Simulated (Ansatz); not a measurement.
Nudged elastic band run: CuSi₁₆

input.yaml

```yaml
crystal:
  lattice:
    - [0.0, 5.43, 5.43]
    - [5.43, 0.0, 5.43]
    - [5.43, 5.43, 0.0]
  atoms:
    - { symbol: Si, position: [0.0074614, -0.01761909, 0.00634281] }
    - { symbol: Si, position: [0.12675793, 0.11602209, 0.12570657] }
    - { symbol: Si, position: [0.00926998, -0.00152694, 0.49875055] }
    - { symbol: Si, position: [0.142925, 0.11778836, 0.61808368] }
    - { symbol: Si, position: [-0.00958507, 0.48907825, -0.01064032] }
    - { symbol: Si, position: [0.11404591, 0.61273316, 0.11301012] }
    - { symbol: Si, position: [0.00746759, 0.50605799, 0.48265787] }
    - { symbol: Si, position: [0.12675434, 0.62542806, 0.61630212] }
    - { symbol: Si, position: [0.49980607, -0.00151618, 0.0082093] }
    - { symbol: Si, position: [0.61916413, 0.11776193, 0.14187483] }
    - { symbol: Si, position: [0.51254319, 0.01121951, 0.51149233] }
    - { symbol: Si, position: [0.63620361, 0.13486046, 0.63513791] }
    - { symbol: Si, position: [0.48368901, 0.50610517, 0.00639633] }
    - { symbol: Si, position: [0.61735294, 0.62542991, 0.12570473] }
    - { symbol: Si, position: [0.49980482, 0.50793295, 0.49876001] }
    - { symbol: Si, position: [0.61915097, 0.64160342, 0.61804398] }
    - { symbol: Cu, position: [0.81314298, 0.31184874, 0.81211857] }
magnetization:
  spin_polarized: true
basis:
  ecutwfc: 420.0
kpoints:
  mp_grid: { grid: [2, 2, 2] }
hamiltonian:
  xc: pbesol
  pseudopotentials: { kind: paw, azcp: { folder: soft_1 } }
scf:
  occupations: { method: fermi_dirac, width: 0.02 }
  lower_state_search: "off"
  max_iter: 87
neb:
  images: 3
  f_tol: 0.05
  max_iterations: 50
  order_check: false
  max_displacement: 0.5
  optimiser: fire
  final_atoms:
    - { symbol: Si, position: [-0.01080072, 0.03114337, -0.00985902] }
    - { symbol: Si, position: [0.12555472, 0.13149276, 0.1264822] }
    - { symbol: Si, position: [0.00806152, -0.00646151, 0.49950752] }
    - { symbol: Si, position: [0.12555469, 0.13148814, 0.61709389] }
    - { symbol: Si, position: [0.00620884, 0.50379445, 0.0071635] }
    - { symbol: Si, position: [0.11284815, 0.66022247, 0.11377135] }
    - { symbol: Si, position: [0.00622255, 0.50379006, 0.48344694] }
    - { symbol: Si, position: [0.1417253, 0.62123079, 0.61883881] }
    - { symbol: Si, position: [0.498574, -0.00646395, 0.00900457] }
    - { symbol: Si, position: [0.61615415, 0.13149087, 0.12648695] }
    - { symbol: Si, position: [0.49858183, -0.00646513, 0.4995083] }
    - { symbol: Si, position: [0.63499349, 0.09376094, 0.63593827] }
    - { symbol: Si, position: [0.48252201, 0.50379182, 0.00716152] }
    - { symbol: Si, position: [0.61789697, 0.6212298, 0.1426557] }
    - { symbol: Si, position: [0.51135329, 0.46470252, 0.51228162] }
    - { symbol: Si, position: [0.61789204, 0.62122727, 0.61884617] }
    - { symbol: Cu, position: [0.81186219, 0.56315973, 0.81280169] }
```

Run as:

```bash
$ ansatz run input.yaml --threads 2 --pin off --max-ram 5120MiB --backend cpu --events-out ev --progress --plain --runs-dir out
```

Output, in part (warnings, iteration lines):

```
NEB end point (image 4): max|allowed force component| = 8.036e-3 eV/Å (the criterion of neb.relax_end_points is 1.000e-2)
NEB iter   1: max|band force component| = 3.411e0 eV/Å  barrier→ = 0.7386 eV  barrier← = 0.7386 eV  Δτ_max = 0.0491 Å  (55 SCF iters)
NEB iter   2: max|band force component| = 2.306e0 eV/Å  barrier→ = 0.4918 eV  barrier← = 0.4917 eV  Δτ_max = 0.0826 Å  (20 SCF iters)
NEB iter   3: max|band force component| = 1.037e0 eV/Å  barrier→ = 0.3127 eV  barrier← = 0.3126 eV  Δτ_max = 0.0964 Å  (24 SCF iters)
NEB iter   4: max|band force component| = 1.255e0 eV/Å  barrier→ = 0.2802 eV  barrier← = 0.2801 eV  Δτ_max = 0.0045 Å  (24 SCF iters)
NEB iter   5: max|band force component| = 1.178e0 eV/Å  barrier→ = 0.2641 eV  barrier← = 0.2641 eV  Δτ_max = 0.0088 Å  (16 SCF iters)
NEB iter   6: max|band force component| = 1.027e0 eV/Å  barrier→ = 0.2370 eV  barrier← = 0.2370 eV  Δτ_max = 0.0125 Å  (18 SCF iters)
NEB iter   7: max|band force component| = 8.113e-1 eV/Å  barrier→ = 0.2065 eV  barrier← = 0.2065 eV  Δτ_max = 0.0155 Å  (18 SCF iters)
NEB iter   8: max|band force component| = 5.466e-1 eV/Å  barrier→ = 0.1805 eV  barrier← = 0.1805 eV  Δτ_max = 0.0174 Å  (19 SCF iters)
NEB iter   9: max|band force component| = 5.823e-1 eV/Å  barrier→ = 0.1634 eV  barrier← = 0.1634 eV  Δτ_max = 0.0175 Å  (21 SCF iters)
NEB iter  10: max|band force component| = 6.577e-1 eV/Å  barrier→ = 0.1545 eV  barrier← = 0.1545 eV  Δτ_max = 0.0171 Å  (20 SCF iters)
NEB iter  11: max|band force component| = 6.896e-1 eV/Å  barrier→ = 0.1485 eV  barrier← = 0.1485 eV  Δτ_max = 0.0213 Å  (20 SCF iters)
NEB iter  12: max|band force component| = 6.559e-1 eV/Å  barrier→ = 0.1396 eV  barrier← = 0.1396 eV  Δτ_max = 0.0273 Å  (21 SCF iters)
NEB iter  13: max|band force component| = 5.445e-1 eV/Å  barrier→ = 0.1241 eV  barrier← = 0.1240 eV  Δτ_max = 0.0333 Å  (22 SCF iters)
NEB iter  14: max|band force component| = 4.590e-1 eV/Å  barrier→ = 0.1040 eV  barrier← = 0.1040 eV  CI = image 2  Δτ_max = 0.0385 Å  (22 SCF iters)
NEB iter  15: max|band force component| = 2.668e-1 eV/Å  barrier→ = 0.0887 eV  barrier← = 0.0887 eV  CI = image 2  Δτ_max = 0.0411 Å  (23 SCF iters)
NEB iter  16: max|band force component| = 2.270e-1 eV/Å  barrier→ = 0.0876 eV  barrier← = 0.0876 eV  CI = image 2  Δτ_max = 0.0007 Å  (24 SCF iters)
NEB iter  17: max|band force component| = 2.091e-1 eV/Å  barrier→ = 0.0869 eV  barrier← = 0.0869 eV  CI = image 2  Δτ_max = 0.0014 Å  (12 SCF iters)
NEB iter  18: max|band force component| = 1.747e-1 eV/Å  barrier→ = 0.0856 eV  barrier← = 0.0856 eV  CI = image 2  Δτ_max = 0.0020 Å  (13 SCF iters)
NEB iter  19: max|band force component| = 1.298e-1 eV/Å  barrier→ = 0.0840 eV  barrier← = 0.0840 eV  CI = image 2  Δτ_max = 0.0026 Å  (15 SCF iters)
NEB iter  20: max|band force component| = 9.691e-2 eV/Å  barrier→ = 0.0826 eV  barrier← = 0.0826 eV  CI = image 2  Δτ_max = 0.0030 Å  (16 SCF iters)
NEB iter  21: max|band force component| = 6.448e-2 eV/Å  barrier→ = 0.0816 eV  barrier← = 0.0816 eV  CI = image 2  Δτ_max = 0.0033 Å  (16 SCF iters)
NEB iter  22: max|band force component| = 6.563e-2 eV/Å  barrier→ = 0.0811 eV  barrier← = 0.0811 eV  CI = image 2  Δτ_max = 0.0037 Å  (16 SCF iters)
NEB iter  23: max|band force component| = 1.152e-1 eV/Å  barrier→ = 0.0811 eV  barrier← = 0.0811 eV  CI = image 2  Δτ_max = 0.0004 Å  (18 SCF iters)
NEB iter  24: max|band force component| = 1.085e-1 eV/Å  barrier→ = 0.0810 eV  barrier← = 0.0810 eV  CI = image 2  Δτ_max = 0.0008 Å  (12 SCF iters)
NEB iter  25: max|band force component| = 9.566e-2 eV/Å  barrier→ = 0.0808 eV  barrier← = 0.0808 eV  CI = image 2  Δτ_max = 0.0011 Å  (12 SCF iters)
NEB iter  26: max|band force component| = 7.791e-2 eV/Å  barrier→ = 0.0805 eV  barrier← = 0.0805 eV  CI = image 2  Δτ_max = 0.0014 Å  (12 SCF iters)
NEB iter  27: max|band force component| = 5.714e-2 eV/Å  barrier→ = 0.0803 eV  barrier← = 0.0803 eV  CI = image 2  Δτ_max = 0.0016 Å  (12 SCF iters)
NEB iter  28: max|band force component| = 3.601e-2 eV/Å  barrier→ = 0.0801 eV  barrier← = 0.0801 eV  CI = image 2  Δτ_max = 0.0000 Å  (12 SCF iters)
```

The forces met the threshold. The order of the stationary point at the top wasn't checked. Limits of this set-up: coarse k mesh, PAW files made for another functional.

Final band (atoms are numbered from 1 in the order of the input):

| image | path coordinate (Å) | energy (eV) | Si1–Cu17 (Å) | Si4–Cu17 (Å) | Si10–Cu17 (Å) |
| --- | --- | --- | --- | --- | --- |
| 0 | 0.00 | 0.000 | 2.35 | 2.35 | 2.35 |
| 1 | 0.57 | 0.021 | 2.32 | 2.44 | 2.44 |
| 2 | 1.14 | 0.080 | 2.42 | 2.72 | 2.72 |
| 3 | 1.71 | 0.021 | 2.82 | 3.13 | 3.13 |
| 4 | 2.29 | 0.000 | 3.34 | 3.53 | 3.53 |

Run time: 6 min on 2 threads of Arm Neoverse V2, on a shared host, peak memory 1.3 GiB.
